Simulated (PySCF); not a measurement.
## How methods differ on the excitation energy of F(2+)

F(2+) [He] 2s2 2p3 (4S) → F(2+) [He] 2s1 2p3 3d1 (6D), as a difference of total energies. All numbers are calculated (PySCF 2.14, the non-relativistic Hamiltonian (point nucleus), in dyall-av3z (15s9p3d2f, 71 functions)). Correlated levels: valence: 1s2 frozen; virtual orbitals above 40 to 60 times the deepest correlated orbital energy dropped. The calculations carry no spin-orbit coupling.

| method | excitation energy (cm⁻¹) |
| --- | --- |
| UHF | 464740 |
| MP2 (valence) | 479810 |
| SCS-MP2 (valence) | 483970 |
| CCSD (valence) | 481690 |
| CCSD(T) (valence) | 481940 |

The promoted electron is Rydberg-like, and one or two diffuse shells describe it only roughly, which tends to raise the upper state.
